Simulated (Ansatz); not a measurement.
```yaml
crystal:
  periodic: [false, false, false]
  atoms:
    - {symbol: B, position_ang: [-0.068883, 1.437673, 0.384865]}
    - {symbol: C, position_ang: [-0.709325, 0.200566, 1.095207]}
    - {symbol: S, position_ang: [0.948898, -0.300501, 0.503941]}
    - {symbol: C, position_ang: [0.540042, -1.140050, -1.031953]}
    - {symbol: H, position_ang: [-0.331854, 1.663708, -0.761991]}
    - {symbol: H, position_ang: [0.485978, 2.261580, 1.053236]}
    - {symbol: H, position_ang: [-0.739948, 0.131589, 2.178785]}
    - {symbol: H, position_ang: [-1.475228, -0.406003, 0.619644]}
    - {symbol: H, position_ang: [1.445186, -1.179224, -1.638053]}
    - {symbol: H, position_ang: [0.195682, -2.152546, -0.822037]}
    - {symbol: H, position_ang: [-0.225049, -0.573794, -1.561043]}
basis:
  gaussian: {orbitals: def2-TZVPP, fitting: {mean_field: def2-universal-jkfit}, final_grid: {core_spheres: 5, valence_spheres: 4, degree: 11}, nuclear_model: gaussian}
magnetization: {spin_polarized: true, initial_magnetization: 4}
hamiltonian: {xc: {name: wB97X}}
accuracy: high
```

```sh
$ ansatz run in.yaml --threads 2 --pin off --events-out ev --progress --plain --max-ram 4352MiB
```

Shortened log:

```
Functional definition: wB97X
479 factors; integrals over basis functions are off by at most 1.3e0 eV
479 factors; integrals over basis functions are off by at most 6.2e-7 eV
mean field evaluation 1: about -13681.7896 eV, gradient 3.3e1 eV
mean field evaluation 2: about -13683.3100 eV, gradient 2.9e1 eV
mean field evaluation 4: about -13687.1763 eV, gradient 1.9e0 eV
mean field evaluation 8: about -13687.3749 eV, gradient 5.6e-1 eV
mean field evaluation 16: about -13687.5889 eV, gradient 5.8e-1 eV
mean field evaluation 32: about -13687.6343 eV, gradient 3.2e-8 eV
mean field -13687.63431498 eV, -503.0112832639 hartree, gradient 3.2e-8 eV, S^2 6.013570; 6 other end points of the search recorded, 0 dependent functions left out
reference -13687.63431162 eV, -503.0112831404 hartree; 22, 18 occupied and 211, 215 virtual orbitals, 479 factors
Total energy: -13687.63431162 eV, -503.0112831404 hartree
```

**Question.** Something in this input is off. What?

**Answer.** The spin is set far too high for this molecule. Self-consistency was reached. The result belongs to that input, not to the molecule as meant.
